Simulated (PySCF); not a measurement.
Ga(OH) (GaHO), SMILES [OH][Ga] (connectivity only; charge and spin as stated), neutral, multiplicity 1.

Geometry: PBE-D3(BJ)/def2-TZVP. A frequency run showed that this geometry is not a minimum.

These are PBE-D3(BJ)/def2-TZVP in PySCF values and carry that method's errors.

Frequencies are harmonic and unscaled.

Modes within 1.5 cm⁻¹ of each other (mostly degenerate sets) share a row, with their intensities summed.

```csv
mode,ν (cm⁻¹),IR (km/mol),moving atoms (share of kinetic energy)
1–2,290i,402.1,"H 87 %, O 13 %"
3,638,132.2,"O 75 %, Ga 20 %"
4,3795,27.5,H 94 %
```
